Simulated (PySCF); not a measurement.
M06-L on Sc²⁺ (scandium, charge +2)

Configuration: [Ar] 3d1, 2D determinant. All numbers are calculated (PySCF 2.14, the spin-free X2C one-electron Hamiltonian (Gaussian nucleus), in cc-pVDZ-DK).

```
Total energy                                                  : -763.444 hartree
One-electron energy                                           : -1033.334 hartree
Hartree (Coulomb) energy                                      : 308.780 hartree
Exchange-correlation energy                                   : -38.891 hartree
⟨S²⟩                                                          : 0.7503
⟨L²⟩                                                          : 6.005
Sum of ⟨r⟩                                                    : 13.36 bohr
Sum of ⟨r²⟩                                                   : 16.23 bohr²
Traceless quadrupole moment −½Σ⟨3z² − r²⟩ along its main axis : 0.828 e·bohr²
Langevin diamagnetic susceptibility                           : -12.9 ×10⁻⁶ cm³/mol
Time after the integrals                                      : 1.2 s of wall time on 1 thread of Neoverse-V2 (shared host)
```

| shell | electrons | mean orbital energy (eV) | spread (eV) | rms radius, mean of both spins (bohr) |
| --- | --- | --- | --- | --- |
| 1s α | 1 | -4427.7 | 0 | 0.0845 |
| 1s β | 1 | -4427.7 | 0 | 0.0845 |
| 2s α | 1 | -498.41 | 0 | 0.371 |
| 2s β | 1 | -498.04 | 0 | 0.371 |
| 2p α | 3 | -408.91 | 0.237 | 0.341 |
| 2p β | 3 | -408.63 | 0.548 | 0.341 |
| 3s α | 1 | -73.026 | 0 | 1.15 |
| 3s β | 1 | -72.186 | 0 | 1.15 |
| 3p α | 3 | -50.318 | 0.631 | 1.26 |
| 3p β | 3 | -49.423 | 1.285 | 1.26 |
| 3d α | 1 | -18.439 | 0 | 1.74 |

Densities and radii are taken from the X2C orbitals without a picture-change correction, which distorts them close to the nucleus.
